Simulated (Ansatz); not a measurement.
Cost and result up the ladder for AsMe2H (C2H7As) (10 atoms). Charge 0, multiplicity 1. Geometry: PBE-D4/def2-SVP.

Cartesian coordinates in Å:
```
As -0.676 -0.023 -0.977
C -0.695 -1.164 0.655
H -1.287 -0.651 1.438
H 0.323 -1.364 1.040
H -1.194 -2.126 0.420
C 0.610 1.342 -0.309
H 0.941 1.973 -1.156
H 1.494 0.885 0.176
H 0.088 1.991 0.423
H 0.396 -0.863 -1.709
```

Ansatz; hardware A = 2 threads of AMD EPYC 7R13 on a shared host; B = 2 threads of AMD EPYC 7R13 on a shared host and a share (18 GiB) of an NVIDIA H100 80GB HBM3. Times are rough, and most runs start from the orbitals of an earlier one. CAM-B3LYP-D4/def2-TZVP serves as the yardstick here, not as an exact answer. Differences are given only for rows in sets of like size (and for xTB, whose basis is part of the method), since another set adds its own error. Binding counts from free atoms at the same level (As quartet, C triplet, H doublet; other spins of the atoms weren't run), without zero-point energy or a counterpoise term.

Correlated methods freeze 11 core orbitals; core or outer-core shells of As are correlated, in sets that lack core-valence functions.

Correlated methods converge slowly with the basis.

```
                              level  functions  wall time  binding energy per atom (eV)  difference from CAM-B3LYP-D4/def2-TZVP (eV)
                      HF/STO-3G [A]         35      0.2 s                          3.41                                            –
                PBE-D4/def2-SVP [A]         95     0.91 s                          3.59                                            –
               PBE0-D4/def2-SVP [A]         95      1.2 s                          3.55                                            –
                   HF/def2-TZVP [A]        152      1.4 s                          2.60                                        -0.95
              BLYP-D4/def2-TZVP [A]        152      1.4 s                          3.53                                        -0.02
               PBE-D4/def2-TZVP [A]        152      1.4 s                          3.57                                         0.03
            revPBE-D4/def2-TZVP [A]        152      1.4 s                          3.51                                        -0.04
                  MP2/def2-TZVP [A]        152      1.6 s                          3.39                                        -0.16
             CCSD(T)/def2-TZVPP [B]        208      2.1 s                          3.46                                        -0.08
         CAM-B3LYP-D4/def2-TZVP [A]        152      2.1 s                          3.55                                         0.00
PBE0-D4/def2-TZVP (with forces) [A]        152      2.4 s                          3.53                                        -0.02
            r2SCAN-D4/def2-TZVP [A]        152      2.6 s                          3.53                                        -0.02
           r2SCANh-D4/def2-TZVP [A]        152        3 s                          3.52                                        -0.03
               B97M-V/def2-TZVP [A]        152      5.5 s                          3.54                                        -0.01
```
